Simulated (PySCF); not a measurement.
Compound: C₂H₆F₃PSi₂.
Cartesian coordinates in Å at the PBE0-D3(BJ)/def2-SVP level; atoms count from 1:
```
atom  x, y, z in Å
F1    -1.5514   -0.4303    2.3315
C2    -1.9235    0.4792    1.4670
F3    -2.5253    1.4799    2.0466
C4    -1.7016    0.3751    0.1527
F5    -2.1093    1.3990   -0.6213
Si6   -0.7416   -0.9875   -0.7182
Si7    1.3295   -0.0188   -1.2353
P8     2.1041    0.7015    0.7733
H9    -0.5694   -2.1277    0.2288
H10   -1.5102   -1.4269   -1.9200
H11    1.1026    1.1780   -2.1016
H12    2.2457   -0.9666   -1.9433
H13    2.4107   -0.6216    1.2205
H14    3.4331    0.9523    0.3120
```

Level: wB97X-D/def2-SVPD in PySCF, non-relativistic, on one gas-phase PBE0-D3(BJ)/def2-SVP geometry that isn't relaxed in the solvent. The solvent is an IEF-PCM continuum (van der Waals radii × 1.2), and excitations are vertical TDDFT with non-equilibrium linear response and a frozen core. Specific hydrogen bonds and non-electrostatic terms are outside this model.

Gas-phase singlets (H = HOMO, L = LUMO):

```json
{"state": "S1", "E (eV)": "6.169", "λ (nm)": "201", "f": "0.026", "leading configurations": "H→L+2 43%, H→L+4 15%"}
{"state": "S2", "E (eV)": "6.318", "λ (nm)": "196", "f": "0.039", "leading configurations": "H→L+1 33%, H→L 16%"}
{"state": "S3", "E (eV)": "6.498", "λ (nm)": "191", "f": "0.101", "leading configurations": "H→L 38%, H-1→L+1 23%"}
{"state": "S4", "E (eV)": "6.680", "λ (nm)": "186", "f": "0.129", "leading configurations": "H-1→L 29%, H→L 21%"}
{"state": "S5", "E (eV)": "6.738", "λ (nm)": "184", "f": "0.053", "leading configurations": "H-1→L+4 28%, H→L+1 21%"}
```

Give the list for chloroform (ε = 4.711), n² = 2.09.

```json
{"state": "S1", "E (eV)": "6.173", "λ (nm)": "201", "f": "0.045", "leading configurations": "H→L+2 42%, H→L 20%", "change by rank (eV)": "+0.004"}
{"state": "S2", "E (eV)": "6.357", "λ (nm)": "195", "f": "0.077", "leading configurations": "H→L+1 39%, H-1→L+1 15%", "change by rank (eV)": "+0.039"}
{"state": "S3", "E (eV)": "6.473", "λ (nm)": "192", "f": "0.197", "leading configurations": "H→L 47%, H-1→L+1 16%", "change by rank (eV)": "-0.025"}
{"state": "S4", "E (eV)": "6.696", "λ (nm)": "185", "f": "0.118", "leading configurations": "H-1→L 29%, H→L 14%", "change by rank (eV)": "+0.016"}
{"state": "S5", "E (eV)": "6.749", "λ (nm)": "184", "f": "0.106", "leading configurations": "H-1→L+4 36%, H→L+1 22%", "change by rank (eV)": "+0.011"}
```

How do the frontier levels move from gas to chloroform?

```
orbital  gas (eV)  solvent (eV)  change (eV)
 LUMO+2      1.55          1.70        +0.15
 LUMO+1      1.34          1.53        +0.19
   LUMO      1.15          1.29        +0.14
   HOMO     -9.20         -9.11        +0.09
 HOMO-1     -9.62         -9.48        +0.14
 HOMO-2    -10.51        -10.35        +0.16
 HOMO-3    -11.32        -11.13        +0.19
```

The HOMO–LUMO gap goes from 10.35 to 10.39 eV.
